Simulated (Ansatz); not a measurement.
Basis sets compared for (HInSe)4 cubane (In₄H₄Se₄). The state is a singlet with charge 0. Geometry PBE-D4/def2-SVP. Ansatz on 2 threads of AMD EPYC 7R13 on a shared host and a share (18 GiB) of an NVIDIA H100 80GB HBM3; times are rough, and most runs start from earlier orbitals.

Cartesian coordinates in Å:
```
In -1.2147 -0.2156 1.8026
H -2.1758 -0.3857 3.2298
Se -2.0145 -1.3486 -0.5173
In -1.1683 1.0014 -1.5503
H -2.0913 1.7933 -2.7792
Se -0.6910 2.2409 0.8034
In 1.7747 1.1887 0.4564
H 3.1786 2.1300 0.8199
Se 1.3260 -1.1372 1.7588
In 0.6084 -1.9744 -0.7088
H 1.0883 -3.5377 -1.2704
Se 1.3796 0.2449 -2.0449
```

In the def2 sets In takes a core potential; there is no spin–orbit coupling. Single mean-field runs in def2-TZVP are fitted with def2-universal-jkfit.

Binding counts from free atoms (In doublet, H doublet, Se triplet) in the same basis, without a counterpoise term.

```csv
level,functions,energy (Eh),HOMO (eV),LUMO (eV),binding per atom (eV),wall time
PBE-D4/def2-SVP,252,-10366.9256,-6.24,-2.35,2.64,11 s
PBE0-D4/def2-SVP,252,-10367.2388,-7.28,-1.62,2.62,25 s
```

Task: Estimate the rows for PBE-D4/def2-TZVP, PBE0-D4/def2-TZVP (with forces).

Result: 
```json
{"level": "PBE-D4/def2-TZVP", "functions": "416", "energy (Eh)": "-10368.1317", "HOMO (eV)": "-6.26", "LUMO (eV)": "-2.45", "binding per atom (eV)": "2.64", "wall time": "3 s"}
{"level": "PBE0-D4/def2-TZVP (with forces)", "functions": "416", "energy (Eh)": "-10368.4412", "HOMO (eV)": "-7.26", "LUMO (eV)": "-1.70", "binding per atom (eV)": "2.63", "wall time": "8.5 s"}
```
